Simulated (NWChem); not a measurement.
Species: bromine monochloride (BrCl); SMILES ClBr

Computed with NWChem. Pople sets run with spherical d functions. This build's default masses of Se (78.918 u) and Br (79.917 u) are each other's, which moves their modes by up to 0.6 %. Each level has its own optimisation. Computed dipoles belong to the equilibrium geometry; the measured one is vibrationally averaged.

Measured dipole moment: 0.52 D (NIST CCCBDB, as tabulated in the package chemicals).

| level | dipole moment (D) | computed − measured |
|---|---|---|
| Hartree-Fock/STO-3G | 1.21 | +0.69 |
| Hartree-Fock/3-21G | 1.33 | +0.81 |
| Hartree-Fock/6-31G* | 0.68 | +0.16 |
| B3LYP/6-31G* | 0.59 | +0.07 |
| LDA (Slater exchange, VWN5)/def2-SVP | 0.45 | -0.07 |
| PBE/def2-SVP | 0.52 | 0.00 |
| BLYP/def2-SVP | 0.51 | -0.01 |
| PBE0/def2-SVP | 0.55 | +0.03 |
